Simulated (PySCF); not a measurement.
SMILES [O](C)[Al]([OH])[O]C (C2H7AlO3) (PBE0/def2-SVP optimised geometry):

```
13

Al    -0.233     0.122     0.000
O     -1.083     1.588     0.000
H     -0.658     2.446     0.000
O     -1.066    -1.343     0.000
C     -2.373    -1.810    -0.008
H     -3.123    -0.998    -0.022
H     -2.556    -2.446    -0.893
H     -2.572    -2.430     0.885
O      1.455     0.122     0.000
C      2.473    -0.823     0.005
H      2.098    -1.863     0.003
H      3.123    -0.702    -0.881
H      3.114    -0.702     0.897
```

Level of theory: PBE0/def2-TZVP (PySCF).

What are the frontier orbital energies and the dipole moment?

HOMO-2 -8.25 eV, HOMO-1 -8.19 eV, HOMO -7.88 eV, LUMO -0.29 eV, LUMO+1 0.92 eV; dipole moment 0.37 D.

On the same geometry PBE/def2-TZVP in PySCF gives HOMO-2 -6.67 eV, HOMO-1 -6.63 eV, HOMO -6.33 eV, LUMO -1.18 eV, LUMO+1 0.13 eV; dipole moment 0.35 D.

Meta-Löwdin charges at PBE0/def2-TZVP: Al1 1.30, O2 -0.79, H3 0.36, O4 -0.64, C5 -0.10, H6 0.10, H7 0.11, H8 0.11, O9 -0.64, C10 -0.10, H11 0.10, H12 0.11, H13 0.11.
